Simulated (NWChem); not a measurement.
C3H5FSi; SMILES C#C[Si@H](C)F

Computed with NWChem. Medium grid unless said otherwise, to which SCAN and Minnesota functionals are sensitive. Coordinates come from a B3LYP/6-31G* (spherical d) optimisation. Hybrids' shares of exact exchange are those that their runs print; pure functionals count as 0. The functionals differ in more than this share.

| row | share of exact exchange | highest occupied level (eV) |
|---|---|---|
| PBE/def2-SVP | 0.00 | -6.99 |
| r2SCAN/def2-SVP | 0.00 | -7.32 |
| TPSSh/def2-SVP | 0.10 | -7.56 |
| B3LYP/def2-SVP | 0.20 | withheld |
| PW6B95/def2-SVP | 0.28 | -8.34 |

Q: Fit a straight line of the last column on the one before it, predict the withheld value, and compare with the run.

A: 
1. Means of the 4 shown rows: x = 0.095, y = -7.553. Slope Σ(x − x̄)(y − ȳ)/Σ(x − x̄)² = -0.2212/0.05230 = -4.230; intercept -7.151.
2. The shown rows scatter about the line by 0.117 (root mean square); the largest residual is -0.17, at r2SCAN/def2-SVP.
3. At x = 0.20 (B3LYP/def2-SVP; inside the shown range) the line gives -8.00.
4. The run gives -7.99, +0.01 from the line, 0.1 times the scatter.
